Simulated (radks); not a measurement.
Results of a calculation; reference values are marked as such.
Au11+, 68 electrons, occupied as [Xe] 4f14 (the NIST ground configuration).

Level of theory: Dirac Kohn-Sham, BLYP, spin-unpolarised, spherical densities, finite nucleus; Fermi nuclear charge, rms radius 5.4371 fm (a radial shooting solver on a logarithmic mesh with Libxc functionals).

Energy parts (eV):
| part | energy |
|---|---|
| total | -517334.51 |
| kinetic | 594110.37 |
| electron-nucleus | -1289207.06 |
| Hartree | 187542.61 |
| exchange-correlation | -9780.43 |

Orbitals (lengths in bohr, moments of r in powers of bohr; r(90%) holds 90 % of the orbital's charge):
orbital  occ.  eigenvalue (eV)  r(90%)  small-component weight
1s1/2       2        -80817.28  0.0308                9.00e-02
2s1/2       2        -14414.34   0.110                2.06e-02
2p1/2       2        -13835.81  0.0967                2.07e-02
2p3/2       4        -11999.75   0.108                1.84e-02
3s1/2       2        -3552.179   0.270                6.89e-03
3p1/2       2        -3291.065   0.261                6.84e-03
3p3/2       4        -2885.712   0.283                6.17e-03
3d3/2       4        -2450.609   0.256                6.06e-03
3d5/2       6        -2363.427   0.263                5.88e-03
4s1/2       2        -923.5494   0.584                2.34e-03
4p1/2       2        -811.9227   0.594                2.25e-03
4p3/2       4        -714.4643   0.642                1.99e-03
4d3/2       4        -531.3443   0.673                1.79e-03
4d5/2       6        -513.1422   0.688                1.72e-03
5s1/2       2        -294.5487    1.25                6.51e-04
4f5/2       6        -277.7044   0.777                1.36e-03
4f7/2       8        -273.8053   0.787                1.34e-03
5p1/2       2        -255.8972    1.33                5.84e-04
5p3/2       4        -235.9944    1.43                5.22e-04

The highest occupied level is 5p3/2 at -235.99 eV. Summed over all electrons, <r^2> = 17.04 bohr^2, which gives a Langevin (diamagnetic) susceptibility term of -13.5 x 10^-6 cm^3/mol. The electron density at the nucleus is 2.144e+06 e/bohr^3.
